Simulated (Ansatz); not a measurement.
Abridged output of a molecular run in Ansatz:

```
Functional definition: HF
1680 factors; integrals over basis functions are off by at most 1.1e-3 eV
mean field evaluation 1: about -66553.0983 eV, gradient 3.4e1 eV
mean field evaluation 2: about -66553.2640 eV, gradient 3.5e1 eV
mean field evaluation 4: about -66556.7104 eV, gradient 3.5e0 eV
mean field evaluation 8: about -66556.7622 eV, gradient 2.3e-1 eV
mean field -66556.76245328 eV, -2445.9159063640 hartree, gradient 4.7e-6 eV, S^2 0.000000; 0 other end points of the search recorded, 0 dependent functions left out
16 core orbitals not correlated: weight in the atoms' cores, before any rotation towards them, 1.000 or more for the frozen orbitals, at most 0.000 for the correlated occupied ones
reference -66556.76245328 eV, -2445.9159063640 hartree; 18, 18 occupied and 258, 258 virtual orbitals, 1680 factors
second order -20.53743426 eV of doubles, -0.00000000 eV of singles
cycle   1  -21.38365491 eV  change   -8.5e-1 eV  update   1.0e-1
cycle   2  -22.03089940 eV  change   -6.5e-1 eV  update   3.0e-2
cycle   3  -22.09970287 eV  change   -6.9e-2 eV  update   1.2e-2
cycle   4  -22.09575099 eV  change    4.0e-3 eV  update   3.1e-3
cycle   5  -22.09441689 eV  change    1.3e-3 eV  update   9.6e-4
cycle   6  -22.09404752 eV  change    3.7e-4 eV  update   2.7e-4
cycle   7  -22.09402841 eV  change    1.9e-5 eV  update   7.3e-5
cycle   8  -22.09403465 eV  change   -6.2e-6 eV  update   2.3e-5
perturbative correction -0.80239740 eV, -0.0294875605 hartree
Total energy: -66579.65888532 eV, -2446.7573347218 hartree
```

Its atoms:

Cartesian coordinates in Å:
```
C 0.757 1.592 0.636
Si 0.127 -0.171 0.535
C 1.324 -1.261 -0.413
Ge -2.013 -0.211 -0.512
H 0.071 2.224 1.204
H 1.733 1.625 1.128
H 0.866 2.024 -0.362
H -0.037 -0.712 1.916
H 2.306 -1.262 0.066
H 0.967 -2.292 -0.457
H 1.448 -0.903 -1.438
H -2.573 -1.643 -0.612
H -1.935 0.351 -1.947
H -3.042 0.639 0.257
```

**Question.** Which basis set was used?
A. def2-SVPD
B. cc-pV(D+d)Z
C. cc-pV(Q+d)Z
D. def2-TZVPP

**Answer.** D. It gives 292 functions.

**Question.** Write the keys of the input that set method, charge and spin (a neutral closed shell needs none for the last two).

**Answer.** 
```yaml
correlation: {method: ccsd_t}
```
